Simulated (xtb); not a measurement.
Ga(H)2(nPr) (C3H9Ga), SMILES CC[CH2][GaH2]. All values are semi-empirical tight-binding results from xtb (GFN2-xTB unless named), good for trends rather than for accurate numbers. Geometry: GFN2-xTB. The structure was generated by enumeration; whether it is a known compound was not checked. The values are those of a single conformer.

For metal compounds this method's bond lengths and energies can be far off.

Computed properties:
The orbital gap is 4.86 eV and the zero-point energy comes out as 63.4 kcal/mol. The G − E(el) at 298.15 K (modified RRHO) comes out as 43.6 kcal/mol.
